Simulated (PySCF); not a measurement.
# Radial density of In (indium, neutral)

LDA, [Kr] 4d10 5s2 5p1, 2P determinant. Computed with PySCF 2.14 in cc-pVTZ-PP with ECP28MDF, with scalar relativity through the core potential. This is the valence pseudo-density: the core potential removes the inner electrons and smooths the orbitals near the nucleus.

| r (bohr) | 4πr²ρ (e/bohr) | 4πr²(ρα − ρβ) |
| --- | --- | --- |
| 0.00929 | 1.290e-05 | 0.0000 |
| 0.0156 | 2.981e-05 | 0.0000 |
| 0.0263 | 5.798e-05 | 0.0000 |
| 0.0442 | 0.0001161 | 0.0000 |
| 0.0743 | 0.0004042 | 0.0000 |
| 0.125 | 0.003709 | 0.0000 |
| 0.210 | 0.05567 | 0.0000 |
| 0.354 | 1.177 | 0.0012 |
| 0.595 | 13.45 | 0.0233 |
| 1.00 | 18.71 | -0.0080 |
| 1.68 | 4.919 | 0.1116 |
| 2.83 | 1.306 | 0.3200 |
| 4.76 | 0.2334 | 0.1513 |
| 8.01 | 0.01419 | 0.0129 |
| 13.5 | 3.560e-05 | 0.0000 |

Energies and moments cover only the electrons outside the core potential.

**Question.** Where is the radial spin density 4πr²(ρα − ρβ) most negative, and why is it negative at all?

**Answer.** Around r = 1.00 bohr, down to -0.0080 e/bohr: exchange with the open shell polarises the paired shells in an unrestricted calculation.
